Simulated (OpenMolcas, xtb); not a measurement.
**How methods differ on CH4OZn (SMILES [CH3][Zn][OH])**

CH4OZn has 7 atoms, charge 0, and is taken as a singlet. SMILES: `[CH3][Zn][OH]`. Geometry: relaxed at PBE0-D4/def2-TZVP.

```xyz
7

C    -0.9840    0.6563   -0.3301
Zn    0.5735   -0.4008    0.0473
O     2.0287   -1.3998    0.2764
H    -1.7558    0.0477   -0.8057
H    -0.7348    1.4819   -0.9999
H    -1.3970    1.0750    0.5900
H     2.3304   -1.5285    1.1763
```

Quantity: the dipole moment, in D. The values are calculated.

```json
{"level": "GFN1-xTB", "kind": "semi-empirical", "program": "xtb", "value (D)": "2.93", "CPU time": "under 2 s"}
{"level": "HF/cc-pVDZ", "kind": "Hartree–Fock", "program": "OpenMolcas", "value (D)": "1.88", "CPU time": "19 s"}
{"level": "SVWN5/cc-pVDZ", "kind": "LDA", "program": "OpenMolcas", "value (D)": "1.58", "CPU time": "37 s"}
{"level": "revPBE/cc-pVDZ", "kind": "GGA", "program": "OpenMolcas", "value (D)": "1.49", "CPU time": "51 s"}
{"level": "TPSS/cc-pVDZ", "kind": "meta-GGA", "program": "OpenMolcas", "value (D)": "1.51", "CPU time": "69 s"}
{"level": "BHLYP/cc-pVDZ", "kind": "global hybrid", "program": "OpenMolcas", "value (D)": "1.76", "CPU time": "45 s"}
```

The values span 1.49 to 2.93 D. Magnitudes only. Times are those of the runs behind each value, whatever else they computed, on shared processors of several kinds: orders of magnitude only.
